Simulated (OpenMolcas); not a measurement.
**d1 ions of charge +4 down a group with 6 chloride ligands in octahedral coordination**

| Quantity | Value |
| --- | --- |
| Program | OpenMolcas |
| Method | CASSCF |
| Spin-orbit coupling | RASSI with atomic mean-field integrals over the reference wave functions |

The d shell is active. Anionic complexes are neutralised by point charges behind the ligands. Distances were set from a Shannon-type radius of the metal (high-spin where two are listed) plus a fixed donor radius (Cl 1.76 Å). Ligand basis ANO-RCC-VDZP, DKH2 Hamiltonian. States (labels of O, the rotations of Oh). Energies in cm-1 above the lowest state or level, χT in cm3 K/mol; under a threefold ground state the first gap can be a small split of the lowest multiplet, not the spin-orbit step; 10Dq is the gap between the two states. Spin-only χT is S(S+1) / 2 for the spin of the ground state.

```
 Ion  Shell  R (Å)   Metal basis  Outer charge (e at Å behind ligand)  Ground state  First state of that spin   10Dq  First gap with spin-orbit (degeneracies)  χT at 300 K  Spin-only χT
 V4+    3d1   2.34  ANO-RCC-VTZP                          0.33 at 2.4           2T2                  2E 15386  15386                              325.9 (4, 2)        0.373         0.375
Nb4+    4d1   2.44  ANO-RCC-VTZP                          0.33 at 3.2           2T2                  2E 22087  22087                              900.7 (4, 2)        0.164         0.375
Ta4+    5d1   2.44  ANO-RCC-VDZP                          0.33 at 3.2           2T2                  2E 24522  24522                               3532 (4, 2)        0.045         0.375
```

The rows also differ in their metal basis and outer charges, so part of each step comes from that.

|10Dq| changes by factors of 22087 / 15386 = 1.44 from V4+ to Nb4+, 24522 / 22087 = 1.11 from Nb4+ to Ta4+.

χT departs most from the spin-only value for Ta4+, by -0.330 cm3 K/mol.

An orbital triplet at a regular site is open to Jahn-Teller coupling, which can distort the site and quench the lowest spin-orbit gaps and is left out. Ligand-to-metal charge-transfer states are missing. The least metal-like active orbital is 76 % on the metal (Löwdin) and no ligand orbital is active, so the numbers are rough (holds for V4+). With metal d orbitals alone and no dynamic correlation the field as a rule comes out too small, by tens of per cent, by up to half for chloride and softer ligands (holds for V4+). The least metal-like active orbital is 73 % on the metal (Löwdin) and no ligand orbital is active, so the numbers are rough (holds for Nb4+). With metal d orbitals alone the field can be off either way by tens of per cent (holds for Nb4+; Ta4+). The least metal-like active orbital is 70 % on the metal (Löwdin) and no ligand orbital is active, so the numbers are rough (holds for Ta4+). No measured value stands beside these numbers; the geometry was imposed, not optimised, and the real ion may take another.
